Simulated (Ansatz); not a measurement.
CH₄BFOSi, SMILES `O=CB(F)[SiH3]` at its PBE0-D4/def2-TZVP geometry, where that method's forces vanish. The species carries charge 0 and has multiplicity 1.

```tsv
atom	x (Å)	y (Å)	z (Å)
O1	0.406	1.401	-1.625
C2	1.070	0.441	-1.312
B3	0.641	-0.476	-0.061
F4	1.463	-1.461	0.250
Si5	-1.073	-0.103	0.973
H6	1.990	0.194	-1.893
H7	-1.286	-1.113	2.043
H8	-2.228	-0.130	0.037
H9	-0.984	1.248	1.589
```

(1) For each bond, give half the difference of the two atoms' forces along it (eV/Å; positive pushes the atoms apart) under PBE-D4, r2SCAN-D4, B3LYP-D4, ωB97M-V in def2-TZVPP. (Estimate.)

Answers

(1) Computed: 
```
  bond  length (Å)  PBE-D4  r2SCAN-D4  B3LYP-D4  ωB97M-V
 O1–C2       1.209    1.02       0.43      0.32     0.19
 C2–B3       1.610   -0.36      -0.14     -0.10    -0.03
 C2–H6       1.116    0.03      -0.01     -0.12    -0.17
 B3–F4       1.321    0.52       0.19      0.20     0.22
B3–Si5       2.035   -0.19      -0.07      0.00    -0.05
Si5–H7       1.487    0.08      -0.02     -0.06    -0.09
Si5–H8       1.487    0.11      -0.01     -0.06    -0.12
Si5–H9       1.488    0.11       0.00     -0.06    -0.12
```

B3LYP here is the variant with VWN-RPA as its local correlation; programs differ in this.
